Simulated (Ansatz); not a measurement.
Steps of a relaxation of C$_{4}$H$_{11}$BO (`BOC(C)(C)C`) with RKS PBE0-D4/def2-TZVP.

```sh
$ ansatz run in.yaml --threads 4 --pin off --events-out ev --progress --plain --max-ram 11315MiB
```

```yaml
crystal:
  periodic: [false, false, false]
  atoms:
    - {symbol: B, position_ang: [-0.698924, -2.212805, 0.106625]}
    - {symbol: O, position_ang: [-0.366759, -1.060280, 0.719284]}
    - {symbol: C, position_ang: [0.054848, 0.203934, 0.126289]}
    - {symbol: C, position_ang: [-0.044176, 0.215996, -1.400460]}
    - {symbol: C, position_ang: [1.503919, 0.409223, 0.583789]}
    - {symbol: C, position_ang: [-0.869161, 1.261362, 0.742299]}
    - {symbol: H, position_ang: [-1.005954, -3.128862, 0.850558]}
    - {symbol: H, position_ang: [-0.692978, -2.346326, -1.105907]}
    - {symbol: H, position_ang: [-1.080315, 0.024737, -1.743257]}
    - {symbol: H, position_ang: [0.262505, 1.212441, -1.775105]}
    - {symbol: H, position_ang: [0.617825, -0.541390, -1.863595]}
    - {symbol: H, position_ang: [1.878188, 1.401255, 0.262160]}
    - {symbol: H, position_ang: [1.571360, 0.347906, 1.687633]}
    - {symbol: H, position_ang: [2.163947, -0.369317, 0.151468]}
    - {symbol: H, position_ang: [-0.827164, 1.210689, 1.847885]}
    - {symbol: H, position_ang: [-1.918367, 1.092826, 0.427447]}
    - {symbol: H, position_ang: [-0.567693, 2.278408, 0.422886]}
basis:
  gaussian: {orbitals: def2-TZVP}
hamiltonian: {xc: pbe0, dispersion: d4}
relax: {f_tol: 0.005, max_steps: 150}
```

Positions (Å) and forces (eV/Å) along the path, 9 of 15 steps:

```xyz
17
step=1 energy=-7046.1439 eV
B    -0.699   -2.213    0.107    0.048    0.101    0.048
O    -0.367   -1.060    0.719    0.007    0.009   -0.399
C     0.055    0.204    0.126   -0.029   -0.124    0.097
C    -0.044    0.216   -1.400   -0.015   -0.022   -0.159
C     1.504    0.409    0.584    0.144    0.024    0.042
C    -0.869    1.261    0.742   -0.094    0.091    0.054
H    -1.006   -3.129    0.851    0.108    0.337   -0.302
H    -0.693   -2.346   -1.106   -0.007    0.062    0.444
H    -1.080    0.025   -1.743    0.484    0.085    0.185
H     0.263    1.212   -1.775   -0.140   -0.453    0.203
H     0.618   -0.541   -1.864   -0.311    0.355    0.245
H     1.878    1.401    0.262   -0.189   -0.460    0.140
H     1.571    0.348    1.688   -0.057    0.033   -0.531
H     2.164   -0.369    0.151   -0.332    0.364    0.195
H    -0.827    1.211    1.848    0.000    0.013   -0.535
H    -1.918    1.093    0.427    0.507    0.067    0.136
H    -0.568    2.278    0.423   -0.126   -0.481    0.137
17
step=2 energy=-7046.2052 eV
B    -0.692   -2.196    0.098   -0.025    0.038    0.039
O    -0.365   -1.055    0.719    0.041    0.062   -0.150
C     0.055    0.201    0.131   -0.042   -0.111    0.037
C    -0.046    0.206   -1.386    0.008    0.020   -0.037
C     1.496    0.410    0.581    0.021    0.003    0.009
C    -0.862    1.255    0.738   -0.012    0.013    0.009
H    -1.002   -3.108    0.821    0.041    0.085   -0.095
H    -0.689   -2.315   -1.102    0.011    0.015    0.140
H    -1.072    0.013   -1.720    0.141    0.025    0.048
H     0.255    1.193   -1.757   -0.041   -0.131    0.051
H     0.611   -0.543   -1.840   -0.090    0.106    0.063
H     1.863    1.390    0.255   -0.054   -0.134    0.041
H     1.562    0.356    1.673   -0.009    0.011   -0.148
H     2.147   -0.363    0.156   -0.090    0.104    0.058
H    -0.818    1.210    1.831   -0.005    0.009   -0.148
H    -1.900    1.086    0.427    0.142    0.022    0.041
H    -0.562    2.259    0.415   -0.038   -0.137    0.041
17
step=3 energy=-7046.2104 eV
B    -0.700   -2.189    0.100    0.112   -0.033    0.025
O    -0.364   -1.053    0.719   -0.011    0.046   -0.050
C     0.054    0.197    0.131   -0.019   -0.030    0.046
C    -0.045    0.208   -1.382   -0.002   -0.012    0.010
C     1.490    0.408    0.579   -0.004   -0.002   -0.001
C    -0.859    1.251    0.735    0.004    0.003   -0.006
H    -0.995   -3.104    0.816   -0.041    0.005   -0.001
H    -0.685   -2.309   -1.093   -0.039    0.018   -0.016
H    -1.065    0.014   -1.717   -0.012   -0.003   -0.008
H     0.252    1.193   -1.748    0.002    0.008    0.001
H     0.612   -0.535   -1.837    0.008   -0.010   -0.009
H     1.854    1.383    0.250    0.005    0.009   -0.005
H     1.557    0.359    1.667    0.002    0.001    0.010
H     2.139   -0.363    0.158    0.009   -0.009   -0.003
H    -0.813    1.208    1.824    0.000    0.001    0.010
H    -1.893    1.083    0.427   -0.013    0.000   -0.002
H    -0.559    2.249    0.411    0.001    0.012   -0.003
17
step=5 energy=-7046.2109 eV
B    -0.697   -2.189    0.100    0.061   -0.019    0.010
O    -0.364   -1.052    0.718   -0.002    0.021   -0.026
C     0.054    0.196    0.131   -0.009   -0.017    0.020
C    -0.045    0.208   -1.382   -0.002   -0.005    0.003
C     1.490    0.408    0.579    0.000    0.000    0.001
C    -0.859    1.251    0.735   -0.001    0.005   -0.001
H    -0.996   -3.103    0.816   -0.023    0.003    0.001
H    -0.686   -2.308   -1.093   -0.021    0.011   -0.009
H    -1.065    0.014   -1.717   -0.007   -0.003   -0.005
H     0.252    1.193   -1.748    0.000    0.001    0.003
H     0.612   -0.535   -1.837    0.004   -0.007   -0.005
H     1.854    1.383    0.250    0.003    0.003   -0.003
H     1.557    0.359    1.667    0.003    0.001    0.007
H     2.139   -0.363    0.158    0.004   -0.006   -0.001
H    -0.813    1.208    1.824   -0.001    0.002    0.006
H    -1.893    1.083    0.427   -0.009    0.001   -0.001
H    -0.559    2.249    0.411    0.000    0.007   -0.002
17
step=6 energy=-7046.2111 eV
B    -0.695   -2.190    0.099    0.001    0.003   -0.005
O    -0.359   -1.054    0.718   -0.003   -0.007    0.000
C     0.055    0.196    0.132   -0.001   -0.001    0.004
C    -0.044    0.206   -1.381    0.000    0.001    0.001
C     1.492    0.410    0.580   -0.001    0.001   -0.002
C    -0.860    1.249    0.735    0.003    0.000   -0.002
H    -0.999   -3.104    0.813    0.001    0.004    0.001
H    -0.698   -2.302   -1.095   -0.002   -0.002    0.001
H    -1.064    0.011   -1.717    0.001    0.000   -0.001
H     0.252    1.192   -1.747    0.000    0.000    0.001
H     0.614   -0.536   -1.836    0.000   -0.001    0.000
H     1.856    1.383    0.246    0.001    0.000    0.000
H     1.559    0.366    1.668    0.001    0.002    0.000
H     2.141   -0.363    0.163    0.001    0.000    0.001
H    -0.814    1.208    1.825    0.000    0.000    0.001
H    -1.893    1.080    0.427   -0.001    0.000    0.001
H    -0.561    2.248    0.410   -0.001    0.001    0.000
17
step=9 energy=-7046.2112 eV
B    -0.706   -2.187    0.097   -0.003    0.006    0.007
O    -0.345   -1.059    0.717    0.002   -0.004   -0.001
C     0.060    0.194    0.133    0.001    0.004   -0.006
C    -0.037    0.204   -1.381    0.000   -0.002    0.001
C     1.495    0.416    0.581    0.001    0.000    0.001
C    -0.861    1.242    0.736   -0.003    0.001    0.001
H    -0.997   -3.103    0.814    0.000   -0.005   -0.005
H    -0.742   -2.291   -1.097    0.001    0.002    0.005
H    -1.057    0.011   -1.719    0.000    0.001    0.001
H     0.261    1.189   -1.746    0.000    0.001   -0.001
H     0.621   -0.539   -1.834    0.000    0.001    0.000
H     1.855    1.391    0.243   -0.001   -0.001    0.000
H     1.562    0.378    1.669   -0.001   -0.001   -0.001
H     2.149   -0.355    0.167   -0.001    0.001    0.000
H    -0.814    1.203    1.825    0.000   -0.001   -0.002
H    -1.894    1.065    0.429    0.002    0.000    0.000
H    -0.570    2.242    0.409    0.000   -0.001    0.000
17
step=13 energy=-7046.2113 eV
B    -0.719   -2.183    0.099    0.008    0.009   -0.002
O    -0.328   -1.064    0.717   -0.006   -0.014   -0.013
C     0.066    0.192    0.132    0.001    0.005    0.003
C    -0.029    0.201   -1.382   -0.001   -0.002    0.000
C     1.500    0.425    0.581    0.000    0.000   -0.001
C    -0.863    1.233    0.734    0.000   -0.001   -0.001
H    -0.994   -3.105    0.814   -0.001    0.002   -0.001
H    -0.792   -2.274   -1.096   -0.001    0.002    0.013
H    -1.049    0.011   -1.722    0.001    0.000    0.000
H     0.274    1.184   -1.747    0.000    0.000    0.001
H     0.626   -0.546   -1.832    0.000    0.000    0.000
H     1.852    1.403    0.248    0.000   -0.001    0.000
H     1.566    0.382    1.670    0.000    0.000   -0.001
H     2.160   -0.340    0.166    0.000    0.001    0.001
H    -0.816    1.195    1.824    0.000    0.000    0.000
H    -1.894    1.049    0.426    0.001    0.000    0.000
H    -0.578    2.236    0.407    0.000   -0.001    0.000
17
step=14 energy=-7046.2113 eV
B    -0.720   -2.183    0.099    0.002    0.008   -0.002
O    -0.326   -1.065    0.717   -0.003   -0.010   -0.009
C     0.067    0.191    0.132    0.000    0.002    0.003
C    -0.028    0.201   -1.382   -0.001    0.000    0.000
C     1.500    0.425    0.581    0.000    0.000   -0.001
C    -0.863    1.233    0.734    0.001   -0.001   -0.001
H    -0.994   -3.105    0.814    0.000    0.001    0.000
H    -0.798   -2.272   -1.095    0.001    0.000    0.009
H    -1.048    0.012   -1.722    0.000    0.000    0.000
H     0.275    1.184   -1.747    0.000    0.000    0.000
H     0.627   -0.547   -1.832    0.000    0.000    0.000
H     1.851    1.405    0.249    0.000   -0.001    0.000
H     1.566    0.382    1.670    0.000    0.000    0.000
H     2.161   -0.338    0.165    0.000    0.000    0.000
H    -0.816    1.194    1.824    0.000    0.000    0.000
H    -1.894    1.048    0.426    0.000    0.000    0.000
H    -0.579    2.235    0.407    0.000    0.000    0.000
17
step=15 energy=-7046.2113 eV
B    -0.721   -2.182    0.099   -0.001    0.004   -0.001
O    -0.324   -1.066    0.717    0.000   -0.004   -0.004
C     0.068    0.191    0.132    0.000   -0.001    0.002
C    -0.027    0.201   -1.382    0.000    0.001    0.000
C     1.501    0.426    0.581   -0.001    0.000    0.000
C    -0.863    1.232    0.734    0.001    0.000   -0.001
H    -0.994   -3.105    0.814    0.001    0.000    0.000
H    -0.803   -2.270   -1.095    0.001    0.000    0.003
H    -1.047    0.012   -1.722    0.000    0.000    0.000
H     0.277    1.183   -1.748    0.000    0.000    0.000
H     0.627   -0.548   -1.832    0.000   -0.001    0.000
H     1.851    1.406    0.250    0.000    0.000    0.000
H     1.566    0.382    1.670    0.000    0.000    0.000
H     2.162   -0.336    0.165    0.000    0.000    0.000
H    -0.816    1.194    1.824    0.000    0.000    0.001
H    -1.894    1.046    0.426    0.000    0.000    0.000
H    -0.580    2.234    0.407    0.000    0.000    0.000
```

It took 81 s on 4 threads of an Arm Neoverse V2 on a shared host, with 0.82 GiB of host memory at the peak.
